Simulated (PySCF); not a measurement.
The same gas-phase reaction for Ti, Zr, Hf:
- TiCl2(OH)2 → TiO2 + 2 HCl
- ZrCl2(OH)2 → ZrO2 + 2 HCl
- HfCl2(OH)2 → HfO2 + 2 HCl

Computed with PySCF and rigid-rotor harmonic-oscillator thermochemistry at 1 bar. † marks an energy on the PBE0/def2-TZVP geometry and frequencies; other levels use their own. MP2 and CCSD(T) freeze the core. All species are closed-shell singlets. Hf, Zr: scalar-relativistic def2 core potential, no spin-orbit coupling. TiCl2(OH)2, ZrCl2(OH)2, HfCl2(OH)2: computed as isolated molecules; such fragments, hydroxides, amides, oligomers or adducts are transient or little studied in the gas. MP2 isn't extrapolated to the basis-set limit. CCSD(T) isn't extrapolated to the basis-set limit. Warning, large T1 diagnostic: HfO2, TiCl2(OH)2, TiO2, ZrO2 (CCSD(T)/def2-SVP†).

ΔH°(298 K) in kJ, by level:

```tsv
level	Ti	Zr	Hf
ωB97M-V/def2-TZVP†	573.0	697.6	___
MP2/def2-SVP†	471.9	647.7	___
CCSD(T)/def2-SVP†	533.8	688.3	771.3
PBE0/def2-TZVP	565.9	671.4	___
PBE/def2-TZVP†	525.4	620.0	___
r2SCAN/def2-TZVP†	571.2	672.1	___
PBE0/def2-QZVP†	565.8	670.8	___
```

What belongs in the gaps?


- ωB97M-V/def2-TZVP†, Hf: 788.6
- MP2/def2-SVP†, Hf: 735.0
- PBE0/def2-TZVP, Hf: 757.2
- PBE/def2-TZVP†, Hf: 697.5
- r2SCAN/def2-TZVP†, Hf: 755.7
- PBE0/def2-QZVP†, Hf: 755.5
